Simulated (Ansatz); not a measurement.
The same path of CH4BFO + FH (10 atoms, charge 0, multiplicity 1) was run twice with different band settings. Lost on the way: B1–O2, F9–H10. Made: B1–F9, O2–H10.

Theory: RKS PBE/def2-SVP in Ansatz.

Relaxed end points:

```xyz
10
Properties=species:S:1:pos:R:3
B -0.080 -0.121 -0.031
O 0.042 -0.285 1.339
H -0.817 -0.494 1.748
F 1.076 0.109 -0.662
C -1.434 -0.186 -0.821
H -2.272 -0.649 -0.265
H -1.735 0.855 -1.071
H -1.312 -0.715 -1.787
F 0.102 2.351 1.358
H 0.282 1.457 1.615
```

```xyz
10
Properties=species:S:1:pos:R:3
B -0.166 0.541 -0.092
O -0.434 0.026 1.707
H -0.387 0.904 2.139
F 1.066 -0.050 -0.248
C -1.411 -0.048 -0.865
H -1.464 -1.153 -0.802
H -2.370 0.370 -0.498
H -1.329 0.217 -1.941
F -0.092 1.895 0.134
H 0.439 -0.380 1.889
```

Common settings: movable images 7; climbing image yes; spring 5.0 eV/Å²; start path through a guess of the saddle point; force threshold 0.05 eV/Å; iteration limit 60; end points relaxed.

| run | optimiser | largest step |
| --- | --- | --- |
| 1 | quadratic models (default) | default |
| 2 | fire | 0.5 Å |

Q: What does each run give, and how far can it be trusted?

A: Run 1: converged after 13 iterations, highest image 0.422 eV above the first end. A vibrational analysis at the climbing image gives one clearly imaginary mode, 700i cm⁻¹: a first-order saddle point.
Run 2: not converged after 60 iterations, highest image 0.446 eV above the first end. The band didn't meet its force threshold, so its energies are provisional: the largest band force was still 0.08 eV/Å, and over the last iterations the top stayed at 0.45 eV.
The orbitals stay closed-shell, which can raise the energy where a bond breaks towards radicals; this wasn't checked here.
